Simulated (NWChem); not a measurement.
Molecule: CH7NO2Si; SMILES O([SiH](N)O)C

```xyz
12

Si     0.1097     0.4786    -0.4580
N     -1.4100     0.9051     0.2047
O      1.1894     1.2060     0.5750
O      0.2342    -1.1715    -0.5347
C     -0.0445    -2.0399     0.5306
H      0.4038     0.8833    -1.8597
H     -2.2818     0.5815    -0.1941
H     -1.5194     1.7670     0.7245
H      2.0802     1.3154     0.2317
H     -0.3162    -3.0283     0.1274
H     -0.8795    -1.6744     1.1536
H      0.8365    -2.1692     1.1839
```
Atoms are numbered in this order, from 1.

The geometry was optimised at PBE0/def2-SVP. Not confirmed as a minimum by frequencies.

Q: Give the principal values of the shielding tensors (ppm) of Si1, N2, O3, O4, C5 from Hartree-Fock/6-31G* (spherical d), GIAO (NWChem), with their diamagnetic and paramagnetic parts as GIAO splits them.

A: 
```csv
atom,σ11,σ22,σ33,isotropic,diamagnetic,paramagnetic
Si1,477.4,483.5,500.4,487.1,878.6,-391.5
N2,227.6,267.4,280.1,258.4,324.6,-66.2
O3,279.8,288.2,327.6,298.5,395.2,-96.7
O4,264.1,342.2,358.6,321.6,396.4,-74.8
C5,132.0,138.7,194.5,155.1,244.9,-89.9
```
